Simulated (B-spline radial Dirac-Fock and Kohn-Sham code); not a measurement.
## What relativity does to the binding energies of La⁶⁺

System: La⁶⁺, [Kr] 4d10 5s2 5p3.

Both columns are ΔSCF binding energies of the configuration average from a radial atomic solver: non-relativistic Hartree-Fock with a point nucleus, and Dirac-Fock with a finite nucleus and the Coulomb interaction alone, averaged over the two j levels with weights 2j+1.

| shell | Hartree-Fock (eV) | Dirac-Fock (eV) | shift (eV) | shift (%) |
| --- | --- | --- | --- | --- |
| 1s | 37350.0 | 39158.8 | +1808.88 | +4.84 |
| 2s | 5922.6 | 6375.7 | +453.08 | +7.65 |
| 2p | 5582.7 | 5719.7 | +137.07 | +2.46 |
| 3s | 1358.0 | 1458.1 | +100.13 | +7.37 |
| 3p | 1210.9 | 1242.9 | +32.04 | +2.65 |
| 3d | 939.7 | 927.3 | -12.44 | -1.32 |
| 4s | 345.6 | 367.5 | +21.96 | +6.35 |
| 4d | 188.1 | 184.7 | -3.46 | -1.84 |
| 5s | 104.3 | 108.6 | +4.30 | +4.13 |
| 5p | 87.93 | 88.84 | +0.91 | +1.03 |

Relativity binds 1s, 2s, 2p, 3s, 3p, 4s, 5s, 5p more strongly, among those listed most of all 2s in relative terms, and 3d, 4d more weakly, because the contracted s and p shells screen the nucleus better.

Values without a named source are computed, but for edge energies of neutral atoms, which are taken from tables.
